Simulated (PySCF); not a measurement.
HfH₄, SMILES [HfH4], multiplicity 1. The structure is a stationary point at B3LYP-D3(BJ)/def2-TZVPD. The multiplicity is an assumed one; other spin states were not compared. The def2 effective core potentials stand for the cores of Hf; spin–orbit coupling is left out.

Calculation: PySCF with B3LYP-D3(BJ)/def2-TZVPD.

Harmonic wavenumbers (cm⁻¹): 556, 556, 556, 683, 683, 1704, 1704, 1704, 1772. Rotational constants (GHz): 54.92, 54.92, 54.92; symmetry number 12.

Work out the zero-point energy and the ideal-gas rigid-rotor harmonic-oscillator thermochemistry at 298.15 K and 1 atm.

ZPE = ½ Σ hcν = ½ × 9918 cm⁻¹ = 14.18 kcal/mol. H − E(el) = 17.05 kcal/mol. Entropy in cal/(mol K): translation 41.51, rotation 13.27, vibration 2.27, total 57.06. G − E(el) = 0.04 kcal/mol. Cp = 13.19 cal/(mol K).
